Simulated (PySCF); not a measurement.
CH9ClOSi3, SMILES [SiH3][Si@@H](OC)[SiH2]Cl.

The structure is a stationary point at B3LYP-D3(BJ)/def2-SVP. The structure was generated by enumeration; whether it is a known compound was not checked. Other conformers were not sampled.

Level of theory: B3LYP-D3(BJ)/def2-SVP (PySCF).

Frequencies are harmonic and unscaled.

```json
[
 {"mode": "1", "ν (cm⁻¹)": "28", "IR (km/mol)": "0.8", "moving atoms (share of kinetic energy)": "Si 37 %, Cl 33 %, H 16 %, C 11 %"},
 {"mode": "2", "ν (cm⁻¹)": "63", "IR (km/mol)": "0.1", "moving atoms (share of kinetic energy)": "Si 33 %, Cl 25 %, C 22 %, H 20 %"},
 {"mode": "3", "ν (cm⁻¹)": "68", "IR (km/mol)": "3.4", "moving atoms (share of kinetic energy)": "H 33 %, Si 26 %, C 20 %, Cl 15 %"},
 {"mode": "4", "ν (cm⁻¹)": "100", "IR (km/mol)": "0.0", "moving atoms (share of kinetic energy)": "H 84 %, Si 10 %"},
 {"mode": "5", "ν (cm⁻¹)": "118", "IR (km/mol)": "1.3", "moving atoms (share of kinetic energy)": "H 55 %, Si 23 %, C 18 %"},
 {"mode": "6", "ν (cm⁻¹)": "123", "IR (km/mol)": "2.1", "moving atoms (share of kinetic energy)": "H 64 %, C 15 %, Si 14 %"},
 {"mode": "7", "ν (cm⁻¹)": "142", "IR (km/mol)": "7.1", "moving atoms (share of kinetic energy)": "Si 57 %, H 20 %, Cl 14 %"},
 {"mode": "8", "ν (cm⁻¹)": "198", "IR (km/mol)": "8.3", "moving atoms (share of kinetic energy)": "O 59 %, Si 19 %, H 12 %, Cl 10 %"},
 {"mode": "9", "ν (cm⁻¹)": "276", "IR (km/mol)": "7.6", "moving atoms (share of kinetic energy)": "O 38 %, H 27 %, Si 22 %, C 12 %"},
 {"mode": "10", "ν (cm⁻¹)": "371", "IR (km/mol)": "2.4", "moving atoms (share of kinetic energy)": "Si 78 %, H 18 %"},
 {"mode": "11", "ν (cm⁻¹)": "416", "IR (km/mol)": "16.3", "moving atoms (share of kinetic energy)": "H 90 %, Si 9 %"},
 {"mode": "12", "ν (cm⁻¹)": "458", "IR (km/mol)": "10.3", "moving atoms (share of kinetic energy)": "Si 72 %, H 25 %"},
 {"mode": "13", "ν (cm⁻¹)": "505", "IR (km/mol)": "10.9", "moving atoms (share of kinetic energy)": "H 44 %, Si 34 %, Cl 18 %"},
 {"mode": "14", "ν (cm⁻¹)": "533", "IR (km/mol)": "51.6", "moving atoms (share of kinetic energy)": "Si 46 %, H 28 %, Cl 23 %"},
 {"mode": "15", "ν (cm⁻¹)": "544", "IR (km/mol)": "6.8", "moving atoms (share of kinetic energy)": "H 64 %, Si 33 %"},
 {"mode": "16", "ν (cm⁻¹)": "673", "IR (km/mol)": "17.4", "moving atoms (share of kinetic energy)": "H 93 %"},
 {"mode": "17", "ν (cm⁻¹)": "720", "IR (km/mol)": "190.9", "moving atoms (share of kinetic energy)": "H 90 %, Si 8 %"},
 {"mode": "18", "ν (cm⁻¹)": "742", "IR (km/mol)": "24.8", "moving atoms (share of kinetic energy)": "H 32 %, O 26 %, Si 25 %, C 18 %"},
 {"mode": "19", "ν (cm⁻¹)": "795", "IR (km/mol)": "288.6", "moving atoms (share of kinetic energy)": "H 82 %, Si 13 %"},
 {"mode": "20", "ν (cm⁻¹)": "834", "IR (km/mol)": "54.9", "moving atoms (share of kinetic energy)": "H 79 %, Si 17 %"},
 {"mode": "21", "ν (cm⁻¹)": "885", "IR (km/mol)": "147.3", "moving atoms (share of kinetic energy)": "H 86 %, Si 12 %"},
 {"mode": "22", "ν (cm⁻¹)": "940", "IR (km/mol)": "71.5", "moving atoms (share of kinetic energy)": "H 97 %"},
 {"mode": "23", "ν (cm⁻¹)": "945", "IR (km/mol)": "41.8", "moving atoms (share of kinetic energy)": "H 96 %"},
 {"mode": "24", "ν (cm⁻¹)": "949", "IR (km/mol)": "60.3", "moving atoms (share of kinetic energy)": "H 96 %"},
 {"mode": "25", "ν (cm⁻¹)": "1145", "IR (km/mol)": "193.5", "moving atoms (share of kinetic energy)": "O 45 %, C 35 %, H 19 %"},
 {"mode": "26", "ν (cm⁻¹)": "1177", "IR (km/mol)": "1.3", "moving atoms (share of kinetic energy)": "H 76 %, C 19 %"},
 {"mode": "27", "ν (cm⁻¹)": "1206", "IR (km/mol)": "68.7", "moving atoms (share of kinetic energy)": "H 60 %, C 21 %, O 18 %"},
 {"mode": "28", "ν (cm⁻¹)": "1471", "IR (km/mol)": "3.1", "moving atoms (share of kinetic energy)": "H 96 %"},
 {"mode": "29", "ν (cm⁻¹)": "1477", "IR (km/mol)": "4.6", "moving atoms (share of kinetic energy)": "H 97 %"},
 {"mode": "30", "ν (cm⁻¹)": "1482", "IR (km/mol)": "13.8", "moving atoms (share of kinetic energy)": "H 88 %, C 10 %"},
 {"mode": "31", "ν (cm⁻¹)": "2204", "IR (km/mol)": "91.2", "moving atoms (share of kinetic energy)": "H 98 %"},
 {"mode": "32", "ν (cm⁻¹)": "2210", "IR (km/mol)": "49.6", "moving atoms (share of kinetic energy)": "H 97 %"},
 {"mode": "33", "ν (cm⁻¹)": "2214", "IR (km/mol)": "86.7", "moving atoms (share of kinetic energy)": "H 96 %"},
 {"mode": "34", "ν (cm⁻¹)": "2221", "IR (km/mol)": "53.6", "moving atoms (share of kinetic energy)": "H 96 %"},
 {"mode": "35", "ν (cm⁻¹)": "2228", "IR (km/mol)": "77.9", "moving atoms (share of kinetic energy)": "H 96 %"},
 {"mode": "36", "ν (cm⁻¹)": "2234", "IR (km/mol)": "156.1", "moving atoms (share of kinetic energy)": "H 96 %"},
 {"mode": "37", "ν (cm⁻¹)": "2980", "IR (km/mol)": "52.8", "moving atoms (share of kinetic energy)": "H 97 %"},
 {"mode": "38", "ν (cm⁻¹)": "3044", "IR (km/mol)": "39.3", "moving atoms (share of kinetic energy)": "H 90 %, C 10 %"},
 {"mode": "39", "ν (cm⁻¹)": "3108", "IR (km/mol)": "30.9", "moving atoms (share of kinetic energy)": "H 91 %, C 9 %"}
]
```
